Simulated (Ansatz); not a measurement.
This geometry of CH₆BrFSi₂ (11 atoms, charge 0, multiplicity 1) is a first-order saddle point.

These are results of RKS PBE-D4/def2-SVP in Ansatz, not measurements.

```xyz
11
Properties=species:S:1:pos:R:3
F -2.203 1.142 -1.172
C -0.896 1.248 -0.714
Si 0.016 -0.455 -0.847
Si 0.796 -1.040 1.290
Br 1.940 0.776 2.005
H -0.900 1.609 0.340
H -0.353 2.013 -1.315
H -0.937 -1.491 -1.378
H 1.205 -0.361 -1.768
H 1.724 -2.223 1.318
H -0.327 -1.276 2.262
```

Question: Which two structures does it join? (They come from a converged band through this point; their orientation in space is the band's.)

Answer: No bond is made or broken. The dihedral H7–C2–Si3–Si4 goes from -172 to 57°.

Image 0:

```xyz
11
Properties=species:S:1:pos:R:3
F -1.839 1.076 -0.016
C -0.690 1.302 -0.779
Si 0.247 -0.364 -0.919
Si 0.452 -1.136 1.290
Br 1.391 0.570 2.435
H -0.055 2.061 -0.269
H -0.982 1.709 -1.773
H -0.538 -1.336 -1.759
H 1.608 -0.156 -1.532
H 1.349 -2.336 1.426
H -0.877 -1.446 1.916
```

Image 10:

```xyz
11
Properties=species:S:1:pos:R:3
F -1.335 1.524 -2.059
C -0.913 1.187 -0.776
Si 0.028 -0.483 -0.815
Si 0.772 -0.968 1.364
Br 1.862 0.877 2.081
H -1.796 1.122 -0.098
H -0.248 1.987 -0.376
H -0.882 -1.573 -1.316
H 1.217 -0.374 -1.728
H 1.725 -2.131 1.425
H -0.364 -1.225 2.317
```

Question: How far does it lie above each of them?

Answer: 0.131 eV above the first and 0.090 eV above the second. This is the barrier of this one path; another mechanism may lie lower.

Time of the run: 2.9 min on 2 threads of Arm Neoverse V1, on a shared host, peak memory 0.18 GiB.
